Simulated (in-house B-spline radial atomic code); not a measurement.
A fraction x of an electron is removed from 5p in In, starting from [Kr] 4d10 5s2 5p1 and keeping the highest spin. Computed with a radial B-spline atomic code at the basis-set limit: scalar-relativistic (X2C) BLYP, spin-polarised, spherical fractional occupations, Fermi nucleus of rms radius 4.6156 fm.

```csv
x,E(x) - E(0) (eV),5p up level (eV)
0,0.0000,-2.628
0.01,0.0265,-2.680
0.21,0.6693,-3.758
0.34,1.2050,-4.489
0.44,1.6826,-5.065
0.5,1.9971,-5.417
0.67,3.0041,-6.435
0.82,4.0381,-7.356
0.97,5.2119,-8.298
1,5.4637,-
```

The exact functional would give a straight line between the two integer points. Deviations E(x) - E(0) - x[E(1) - E(0)], in eV: -0.028 at x = 0.01, -0.478 at x = 0.21, -0.653 at x = 0.34, -0.721 at x = 0.44, -0.735 at x = 0.5, -0.657 at x = 0.67, -0.442 at x = 0.82, -0.088 at x = 0.97.

The curve lies below the straight line by up to 0.735 eV (at x = 0.5): convex, the delocalisation error that favours fractional charges.

(1) How well does Slater's transition state (minus the level at half occupation) give the ionisation energy?

Results:

(1) It gives 5.417 eV against 5.464 eV from the two total energies; NIST lists 5.79 eV, ground level to ground level.
